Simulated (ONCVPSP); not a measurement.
## Potentials for Cl compared

Generated with ld1.x 7.5 (TM, RRKJ, ultrasoft, PAW), atompaw 4.2 or ONCVPSP 4.0.1. The cutoff is in Ry: for ld1.x and atompaw files where the sum of valence levels is converged to 10 mRy in a Bessel basis, for ONCV files where the hardest occupied wave has 1 mHa per electron of residual kinetic energy. The error is the largest all-electron minus pseudo excitation energy over each file’s own four to seven test configurations (ionisations up to +4, promotions, holes and added fractions of an electron), all of which were solved. The labels leave out finer settings (local radius, basis sizes, second energies), which also bear on the numbers. Spin-polarised tests are not counted. The rows are a selection from randomly drawn settings: files with unsolved tests, undetermined cutoffs or missed reference levels are left out.

A true bound ghost makes a file unfit for plane-wave use even where its test errors are small: the radial tests pick states by their node count and pass the ghost by.

| potential | cutoff (Ry) | largest error (meV) | bound ghosts |
| --- | --- | --- | --- |
| ONCV, PBE, scalar-relativistic, rc 1.30/1.40/1.35 (spd), local smoothed, core correction yes, reference 3s1.75 3p5.25, qcut 4.6/5.7/7.9, projectors 1/2/2 | 96 | +19 | none |
| ONCV, PBE, scalar-relativistic, rc 1.30/1.35 (sp), local smoothed, core correction no, reference 3s2 3p2, qcut 6.3/5.3, projectors 2/2 | 34 | +43 | none |
| ONCV, PBEsol, scalar-relativistic, rc 1.00/1.45/1.35 (spd), local smoothed, core correction yes, reference 3s2 3p3, qcut 7.2/5.7/7.6, projectors 3/2/2 | 213 | +17 | s |
| ONCV, PBE, scalar-relativistic, rc 0.60/0.70/0.55 (spd), local smoothed, core correction yes, reference 2s2 2p6 3s2 3p4.75, qcut 18/16.4/15.5, projectors 2/2/2 | 253 | +3.1 | none |
| ONCV, LDA (Perdew-Wang 92), fully relativistic, rc 0.80/0.75/0.65 (spd), local smoothed, core correction no, reference 2s2 2p6 3s1.5 3p5.5, qcut 15.6/16.1/13.7, projectors 2/2/2 | 234 | +9.7 | none |
| ONCV, LDA (Perdew-Zunger), scalar-relativistic, rc 1.00/1.50/1.00 (spd), local d, core correction no, reference 3s2 3p4, qcut 7.5/6/8.6, projectors 2/2/0 | 59 | +193 | s |
| ONCV, PBE, scalar-relativistic, rc 0.70/0.65 (sp), local smoothed, core correction yes, reference 2s2 2p6 3s2 3p3, qcut 16.4/17.8, projectors 2/2 | 658 | +3.2 | none |

**Question.** Fill in the row for Cl: ONCV, BLYP, non-relativistic, rc 1.40/1.05/1.50 (spd), local p, core correction yes, reference 3s2 3p4.75, qcut 5.6/8.5/6.5, projectors 1/0/2.

**Answer.** cutoff 303 Ry, largest error -18 meV, bound ghosts: none.
